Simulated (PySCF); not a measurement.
Compound: C₃H₁₁NSSi₂.
Numbering: `[CH3:1][S:2][Si@@H:3]1[CH2:4][CH2:5][SiH2:6][NH:7]1`

Probes without a nucleus sit at each ring's centroid and 1 Å off its mean plane on both sides; NICS is minus the shielding there, NICSzz its component along the normal. Level: GIAO PBE0/pcSseg-1 (PySCF, non-relativistic, gas phase) on the PBE0-D3(BJ)/def2-SVP geometry, one conformer.

Ring bond lengths (Å), with Mayer bond orders in brackets: Si3–C4 1.892 (0.91), C4–C5 1.541 (1.02), C5–Si6 1.893 (0.92), Si6–N7 1.748 (0.95), N7–Si3 1.735 (0.99).

Q: What do the NICS probes read (ppm)?

A: 
| ring | type | NICS(0) | NICS(1), two faces | NICS(1)zz, two faces | rms pucker (Å) | centre to ring atoms, mean (Å) |
| --- | --- | --- | --- | --- | --- | --- |
| Si3–C4–C5–Si6–N7 | 5-membered ring with N and 2 Si; formal bonds all single | -5.1 | -2.9 / -3.1 | -0.1 / -1.2 | 0.16 | 1.48 |

Q: What can be read from them?

A: 
- Si3–C4–C5–Si6–N7: mean NICS(1)zz -0.6 ppm, near zero. Si3, C4, C5, Si6 have four or more neighbours, and the NICS criterion for π rings isn't applied.

Q: What is the mean of the two in-plane components of NICS at the second NICS(1) probe listed for ring Si3–C4–C5–Si6–N7, 1 Å off the ring?

A: The isotropic value is a third of the trace: (3 × -3.1 − (-1.2))/2 = -4.1 ppm.

Q: How shielded are the nuclei of the rings and their hydrogens (means over atoms taken as equivalent)?

A: 
```
   atoms                      environment  σ isotropic (ppm)  principal values of the symmetric part, first atom (ppm)
     Si3                      SiH silicon              330.1                                       278.9, 342.2, 369.2
      C4      sp3 carbon bound to silicon              171.0                                       160.6, 172.2, 180.2
      C5      sp3 carbon bound to silicon              178.1                                       165.4, 176.3, 192.6
     Si6                     SiH2 silicon              374.2                                       337.4, 357.0, 428.3
      N7  nitrogen bridging silicon atoms              239.2                                       220.4, 227.1, 270.2
H on Si3                    Si–H hydrogen              25.90                                          22.4, 24.8, 30.5
 H on C4               methylene hydrogen              30.50                                          25.4, 29.5, 36.6
 H on C4               methylene hydrogen              29.99                                          24.7, 28.8, 36.6
 H on C5               methylene hydrogen              30.16                                          24.7, 27.2, 38.5
 H on C5               methylene hydrogen              30.32                                          25.6, 27.5, 37.9
H on Si6                    Si–H hydrogen              26.44                                          23.0, 23.8, 32.5
H on Si6                    Si–H hydrogen              26.43                                          22.9, 23.9, 32.5
 H on N7                     N–H hydrogen              30.95                                          22.1, 28.0, 42.8
```

Q: How do the values depend on the level or the medium?

A: 
```json
{"level": "PBE0/pcSseg-1, gas", "NICS(0), Si3–C4–C5–Si6–N7": "-5.1", "mean NICS(1)zz, Si3–C4–C5–Si6–N7": "-0.6"}
{"level": "WP04/pcSseg-1, gas", "NICS(0), Si3–C4–C5–Si6–N7": "-4.7", "mean NICS(1)zz, Si3–C4–C5–Si6–N7": "0.0"}
```

The geometry is the same throughout.
